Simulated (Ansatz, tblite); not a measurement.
Isomers of B5 (doublet), found by a short tight-binding search and relaxed with PBE-D4/def2-SVP in Ansatz.

The xTB rows come from tblite.

Run but left out: HF/def2-TZVP, HF/def2-TZVPP, LC-ωPBE/def2-TZVP, MP2/def2-TZVPP, CCSD/def2-TZVPP, CCSD(T)/def2-TZVPP (A: ⟨S²⟩ 1.15 to 1.48, where a pure state has 0.75); r2SCAN-D4/def2-TZVP (B: ⟨S²⟩ 1.14, where a pure state has 0.75).

A: At PBE-D4/def2-TZVP, PBE0-D4/def2-TZVP the charge 0 doublet is spin-contaminated (final ⟨S²⟩ up to 0.98, 0.75 for a pure state). B: At PBE0-D4/def2-TZVP the charge 0 doublet is spin-contaminated (final ⟨S²⟩ up to 0.92, 0.75 for a pure state).

Other spin states were run for one of them alone.

A:

```tsv
atom	x (Å)	y (Å)	z (Å)
B1	-1.1923	0.1974	1.1305
B2	1.4942	-0.6451	-0.2999
B3	0.4019	0.1858	-1.1000
B4	0.2399	-0.3448	0.6537
B5	-0.9437	0.6066	-0.3843
```

B:

Cartesian coordinates in Å:
```
B 0.942 -0.251 0.375
B 0.002 0.883 -0.559
B -0.950 -0.636 0.186
B -0.225 0.634 0.996
B 0.232 -0.630 -0.997
```

Question: Estimate their order by electronic energy at PBE0-D4/def2-TZVP, counted from the lowest.

Answer: A (0.0) < B (51.8), in kcal/mol.

Question: Do the other levels pick the same lowest one?

Answer: All that were run do. Energies above each level's lowest (kcal/mol):

| level | A | B |
| --- | --- | --- |
| GFN1-xTB | 0.0 | 61.8 |
| GFN2-xTB | 0.0 | 44.4 |
| PBE-D4/def2-TZVP | 0.0 | 52.7 |
| PBE0-D4/def2-TZVP | 0.0 | 51.8 |
Point groups (tolerance 0.1 Å): A C2v, B C2v. Lower isomers may exist.
